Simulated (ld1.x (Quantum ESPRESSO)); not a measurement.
**Reading a pseudo-wave (platinum)**

Columns: radius, all-electron u(r) and pseudo u(r) of the 6s shell (level -13.26 eV) of platinum in the configuration [Xe] 4f14 5d9 6s0 6p0; LDA (PZ), scalar-relativistic, TM scheme, ld1.x (Quantum ESPRESSO) 7.5.

```tsv
r (bohr)	all-electron	pseudo
0.108	0.1057	-0.0251
0.215	-0.0193	-0.0495
0.322	-0.2137	-0.0733
0.430	-0.0923	-0.0963
0.538	0.1275	-0.1182
0.645	0.2828	-0.1390
0.752	0.3352	-0.1597
0.860	0.2989	-0.1815
0.968	0.2039	-0.2059
1.075	0.0797	-0.2349
1.182	-0.0536	-0.2705
1.290	-0.1841	-0.3154
1.398	-0.3027	-0.3698
1.505	-0.4046	-0.4317
1.612	-0.4898	-0.4973
1.720	-0.5592	-0.5601
1.828	-0.6127	-0.6127
1.935	-0.6517	-0.6517
2.042	-0.6785	-0.6785
2.150	-0.6946	-0.6946
2.258	-0.7014	-0.7014
2.365	-0.7004	-0.7004
2.472	-0.6931	-0.6931
2.580	-0.6804	-0.6804
2.688	-0.6634	-0.6634
2.795	-0.6432	-0.6432
```

Problem. How many radial nodes do the two functions have?

Solution. The all-electron 6s function has n − l − 1 = 5 (the table is too coarse to show those close to the nucleus); the pseudo-wave has 0, since the states of the same l below it are removed with the core.

Problem. At about which radius was the pseudo-wave matched?

Solution. 1.90 bohr, where the columns begin to agree (steps of 0.11 bohr).

Problem. Is the pseudo-wave norm-conserving?

Solution. Yes: the TM scheme keeps the norm inside the radius equal to the all-electron one, which fixes the energy derivative of the logarithmic derivative at the level.
